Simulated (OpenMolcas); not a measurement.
# Fe+: thermal populations, worked from levels

```json
{
  "Program": "OpenMolcas 26.06",
  "Basis": "ANO-RCC-VTZP [6s5p3d2f1g]",
  "Scalar Hamiltonian": "DKH2, point nucleus",
  "Active space": "7 electrons in 6 orbitals (3d 4s)",
  "State averaging": "2S+1 = 6 even, 6 roots; 2S+1 = 4 even, 35 roots; 2S+1 = 2 even, 52 roots",
  "Spin-orbit coupling": "state interaction with AMFI integrals over the reference wave functions, term energies averaged over their components"
}
```

Methods: CASSCF; MS-CASPT2, IPEA 0.25 Eh, imaginary shift 0.1 Eh (closed shells correlated: 3s 3p). Measured levels: NIST Handbook of Basic Atomic Spectroscopic Data.

**Thermal populations.** Z = Σ (2J + 1) exp(-E/kT) with k = 0.695035 cm-1/K, over the levels below. No other level of either list lies under 1820 cm-1, which is above 7 kT at each temperature.

| Level | 2J + 1 | MS-CASPT2 | measured |
| --- | --- | --- | --- |
| 3d6 4s 6D 9/2 | 10 | 0.0 | 0.0 |
| 3d6 4s 6D 7/2 | 8 | 395 | 385 |
| 3d6 4s 6D 5/2 | 6 | 687 | 668 |
| 3d6 4s 6D 3/2 | 4 | 887 | 863 |
| 3d6 4s 6D 1/2 | 2 | 1004 | 977 |

```csv
T (K),"Z, MS-CASPT2","Z, measured levels","Ground level (%), MS-CASPT2","Ground level (%), measured levels"
300,11.499,11.588,87.0,86.3
```

At 300 K, kT = 209 cm-1, and the computed levels give Z = 10.000 + 1.203 + 0.222 + 0.057 + 0.016 = 11.499.

CASPT2 breaks the degeneracy within a term, and the mean is taken; among the terms shown or strongly mixed into the levels shown the widest spread is 29 cm-1 (3d6 4s 6D, MS-CASPT2). Over all roots computed the reference weight is 0.88 to 0.94 in MS-CASPT2; the roots of lowest weight are the least certain, and an intruder state may touch them. No level of 3d7 was computed, though it lies in the active space. Without dynamic correlation excited terms often stand tens of per cent too high (terms of higher spin than the ground term too low), and those without a measured partner can miss by more than the paired ones (holds for CASSCF). Computed and measured levels are paired by configuration, term and J; levels that our copy of the source lacks, or whose pairing is in doubt (as where it misses far off the trend of its configuration), stay unpaired and out of the deviations. Only configurations of the active space appear.
